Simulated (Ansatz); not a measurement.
Reaction (ligand exchange at a B–O bond): `COBCN` + HCl → `NCBCl` + CH₃OH

Program: Ansatz. Geometries: PBE0-D4/def2-TZVP. ΔE: electronic, gas phase. CCSD(T)/CBS adds triple-zeta CCSD(T) − MP2 to the extrapolated MP2 energy (def2 sets, frozen cores). This one scheme is used for every species. DFT in def2-TZVPP. B3LYP here is the variant with VWN-RPA as its local correlation; programs differ in this. Each species was taken in one conformer, which may not be the lowest.

```json
{"level": "PBE-D4", "ΔE (kcal/mol)": "9.3"}
{"level": "r2SCAN-D4", "ΔE (kcal/mol)": "9.8"}
{"level": "B3LYP-D4", "ΔE (kcal/mol)": "11.1"}
{"level": "PBE", "ΔE (kcal/mol)": "9.3"}
{"level": "PBE0", "ΔE (kcal/mol)": "9.4"}
{"level": "MP2/def2-TZVPP", "ΔE (kcal/mol)": "10.4"}
{"level": "SCS-MP2/def2-TZVPP", "ΔE (kcal/mol)": "11.1"}
{"level": "CCSD(T)/def2-TZVPP", "ΔE (kcal/mol)": "11.4"}
```

(1) What does CCSD(T)/CBS give? (Best estimate.)

Largest T1 diagnostic among the species: 0.012.

Results:

(1) Computed: +10.7 kcal/mol. The listed levels differ from it by -1.4, -0.9, 0.4, -1.4, -1.3, -0.3, 0.4, 0.7 kcal/mol.
